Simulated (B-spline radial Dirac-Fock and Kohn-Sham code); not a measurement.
## Auger parameter of rhenium: the L3 level and its strongest L3-MM line

These are calculated numbers from a B-spline atomic structure program; the model is Dirac-Fock (average of configuration) total-energy differences with a finite nucleus, the Breit interaction including its frequency dependence, and self-energy and vacuum-polarisation corrections. The modified Auger parameter α′ is the binding energy plus the kinetic energy of the Auger electron; it does not depend on the energy zero. For free ions it tends to fall with charge, since less charge screens the final holes.

| species | configuration | binding 2p3/2 (eV) | Auger line | kinetic (eV) | α′ (eV) |
| --- | --- | --- | --- | --- | --- |
| Re | [Xe] 4f14 5d5 6s2 | 10545.5 | M3M3 J=2 | 5728.0 | 16273.5 |
| Re | [Xe] 4f14 5d7 | 10539.5 | M3M3 J=2 | 5735.6 | 16275.2 |
| Re | [Xe] 4f14 5d4 6s2 6p1 | 10550.5 | M3M3 J=2 | 5722.5 | 16273.0 |
| Re⁺ | [Xe] 4f14 5d5 6s1 | 10553.9 | M3M3 J=2 | 5718.2 | 16272.1 |
| Re⁺ | [Xe] 4f14 5d5 6p1 | 10555.5 | M3M3 J=2 | 5716.7 | 16272.2 |
| Re⁺ | [Xe] 4f14 5d6 | 10550.5 | M3M3 J=2 | 5722.3 | 16272.8 |
| Re⁺ (Watson 3 Å) | [Xe] 4f14 5d5 6s1 | 10549.1 | M3M3 J=2 | 5723.0 | 16272.1 |
| Re²⁺ | [Xe] 4f14 5d5 | 10563.4 | M3M3 J=2 | 5707.5 | 16270.9 |
| Re²⁺ (Watson 1.6 Å) | [Xe] 4f14 5d5 | 10546.0 | M3M3 J=2 | 5725.3 | 16271.3 |
| Re³⁺ | [Xe] 4f14 5d4 | 10578.0 | M3M3 J=2 | 5691.4 | 16269.4 |
| Re⁴⁺ | [Xe] 4f14 5d3 | 10594.0 | M3M3 J=2 | 5674.3 | 16268.2 |
| Re⁴⁺ | [Xe] 4f14 5d1 6s2 | 10603.6 | M3M3 J=2 | 5664.2 | 16267.8 |
| Re⁴⁺ (Watson 1.8 Å) | [Xe] 4f14 5d3 | 10562.0 | M3M3 J=2 | 5706.2 | 16268.3 |
| Re⁴⁺ (Watson 2.4 Å) | [Xe] 4f14 5d3 | 10570.0 | M3M3 J=2 | 5698.3 | 16268.2 |
| Re⁵⁺ | [Xe] 4f14 5d2 | 10611.2 | M3M3 J=2 | 5656.1 | 16267.3 |
| Re⁵⁺ (Watson 2.7 Å) | [Xe] 4f14 5d2 | 10584.5 | M3M3 J=2 | 5682.7 | 16267.3 |
| Re⁶⁺ | [Xe] 4f14 5d1 | 10629.5 | M3M3 J=2 | 5637.0 | 16266.5 |
| Re⁷⁺ | [Xe] 4f14 | 10648.9 | M3M3 J=2 | 5617.0 | 16265.9 |
| Re⁷⁺ (Watson 2.2 Å) | [Xe] 4f14 | 10603.1 | M3M3 J=2 | 5662.8 | 16265.9 |
